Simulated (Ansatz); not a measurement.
Born–Oppenheimer molecular dynamics of AlH7N2S (11 atoms, charge 0, multiplicity 1). It starts at the highest image of a converged band, a first-order saddle point between two minima.

These are results of UKS B3LYP-D4/6-31G* in Ansatz, not measurements.

* ensemble: NVE (velocity Verlet)
* time step: 0.5 fs
* steps asked: 200
* starting velocities drawn for: 100 K
* seed: 9828

First frame:

```xyz
11
Properties=species:S:1:pos:R:3
Al 0.144 -0.222 0.053
H 1.346 -0.010 -1.154
N 1.039 -0.666 1.526
N -1.468 -0.855 -0.376
H 0.991 1.108 -1.036
S 0.029 2.206 -0.418
H 2.047 -0.719 1.593
H 0.613 -0.777 2.438
H -1.685 -1.844 -0.396
H -2.233 -0.322 -0.768
H -0.824 2.100 -1.462
```

How far do the bonds stretch over the last three quarters of this one trajectory? (Pairs bonded in most of those frames.)


```json
{"bond": "Al1–H2", "mean (Å)": "1.589", "spread (Å)": "0.021", "shortest": "1.55", "longest": "1.63"}
{"bond": "Al1–N3", "mean (Å)": "1.796", "spread (Å)": "0.011", "shortest": "1.76", "longest": "1.81"}
{"bond": "Al1–N4", "mean (Å)": "1.821", "spread (Å)": "0.016", "shortest": "1.78", "longest": "1.83"}
{"bond": "N3–H7", "mean (Å)": "1.014", "spread (Å)": "0.003", "shortest": "1.01", "longest": "1.02"}
{"bond": "N3–H8", "mean (Å)": "1.013", "spread (Å)": "0.004", "shortest": "1.01", "longest": "1.02"}
{"bond": "N4–H9", "mean (Å)": "1.019", "spread (Å)": "0.007", "shortest": "1.00", "longest": "1.03"}
{"bond": "N4–H10", "mean (Å)": "1.016", "spread (Å)": "0.011", "shortest": "0.99", "longest": "1.04"}
{"bond": "H5–S6", "mean (Å)": "1.354", "spread (Å)": "0.018", "shortest": "1.33", "longest": "1.38"}
{"bond": "S6–H11", "mean (Å)": "1.349", "spread (Å)": "0.005", "shortest": "1.34", "longest": "1.36"}
```

Mean temperature of the second half: 449 K. The conserved energy stayed within 0.027 meV per atom of its start (net change 0.0054 meV per atom), so the integration is sound. The system heated up, since it started high on the potential surface and ran downhill. A run of 0.1 ps of so small a system gives no equilibrium averages. The orbitals stay closed-shell, which can raise the energy where a bond breaks towards radicals; this wasn't checked here.

The run took 6 min on 2 threads of Intel(R) Xeon(R) 6975P-C (Granite Rapids) (shared host), peak memory 0.27 GiB.
